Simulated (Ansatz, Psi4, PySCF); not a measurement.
System: C4H8N, charge 0, multiplicity 2. SMILES: NC1CC[CH]1
Geometry from a B3LYP-D3(BJ)/def2-TZVP (Ansatz, an electronic-structure program) optimisation:
```
C
H 1 1.1038
N 1 1.4649 2 112.21
H 3 1.0144 1 110.03 2 72.67
H 3 1.0152 4 106.80 1 119.73
C 1 1.4978 2 112.14 3 132.61
H 6 1.0822 1 132.28 2 -73.79
C 6 1.4961 7 133.24 1 179.75
H 8 1.0951 6 116.22 7 -56.43
H 8 1.0965 9 106.99 6 -130.26
C 8 1.5590 9 115.70 10 -128.87
H 11 1.0882 8 113.26 9 -10.59
H 11 1.0893 12 109.76 1 129.51
```
Charge 0, spin multiplicity 2.

Property: size of the dipole moment, in D. Set-up: 6-311+G** with 5d; six Cartesian d functions in 6-31G* and its kin unless marked 5d; LANL2DZ all-electron up to Ne; spin-orbit terms left out; non-relativistic; UHF or UKS for open shells; no dispersion term unless named. Ab initio and DFT rows: single points at B3LYP-D3(BJ) geometries (Ansatz).

| level | program | size of the dipole moment (D) |
|---|---|---|
| PBE/3-21G | Ansatz | 1.35 |
| PBE/LANL2DZ | Ansatz | 1.50 |
| BLYP/6-31G* | Ansatz | 1.21 |
| BP86/6-31G* (5d) | PySCF | 1.23 |
| B3LYP/6-31G* | Ansatz | 1.27 |
| B3LYP/6-31+G* | Ansatz | 1.33 |
| B3LYP/6-31G** | Ansatz | 1.22 |
| B3LYP/def2-SVP | Ansatz | 1.19 |
| B3LYP/cc-pVDZ | Ansatz | 1.11 |
| B3LYP/6-311+G** | Ansatz | 1.26 |
| M06-2X/6-31G* (5d) | PySCF | 1.30 |
| wB97X-D/6-31G* | Psi4 | 1.31 |
| B3PW91/6-31G* (5d) | PySCF | 1.29 |

No value to compare with is used here. The 13 habitual levels span 1.11 (B3LYP/cc-pVDZ) to 1.50 D (PBE/LANL2DZ).

The levels are drawn from those run, B3LYP/6-31G* more often than the rest, none by its result; left out are runs that failed, that the program found above a lower state of the same kind, or whose <S^2> lies over 0.5 above the pure value.
